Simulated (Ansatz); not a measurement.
`C=C[SiH](S)Cl` → 2 C• + Cl• + 5 H• + S• + Si•  (atomization)

Computed with Ansatz on PBE0-D4/def2-TZVP structures; ΔE is electronic, products minus reactants. CBS: MP2 limit from def2 TZ/QZ plus the TZ coupled-cluster correction, frozen cores. This one scheme is used for every species, atoms too. For atomizations the MP2-based limit and the directly extrapolated one differ by several kJ/mol either way, and by 10 to 25 for some Ge, Se and Sn compounds, so smaller differences from it don't rank the levels. No spin–orbit coupling; open shells (•) take unrestricted orbitals. Spin–orbit coupling would lower the free atoms: a little for C, Cl, S, Si. Each species was taken in one conformer, which may not be the lowest.

```csv
species,CCSD(T)/CBS(def2) energy (Eh)
`C=C[SiH](S)Cl`,-1225.81243
C•,-37.79194
Cl•,-459.70966
H•,-0.50000
S•,-397.67955
Si•,-288.94402
```

**Question.** Work out ΔE.

**Answer.** ΔE = 5 × (-0.50000) + 2 × (-37.79194) + (-459.70966) + (-397.67955) + (-288.94402) − (-1225.81243) = 1.39532 Eh = +875.6 kcal/mol.

Largest T1 diagnostic among the species: 0.012.

From BLYP to BHLYP (50 % exact exchange), in def2-TZVPP and without D4, ΔE moves by −10.1 kcal/mol: exact exchange takes away binding that semilocal exchange gives to molecules. In def2-TZVPP, CCSD(T) changes the Hartree–Fock value by +201.5 kcal/mol (the triples alone add +14.3 kcal/mol) and MP2 by +216.1 kcal/mol; breaking electron pairs costs correlation energy, which Hartree–Fock lacks. The D4 term adds +11.1 kcal/mol with B3LYP and +5.9 kcal/mol with PBE0; it sums over pairs of atoms, weighted by their polarisabilities, and B3LYP, whose exchange is more repulsive, gets the larger term.

B3LYP here is the variant with VWN-RPA as its local correlation; programs differ in this.
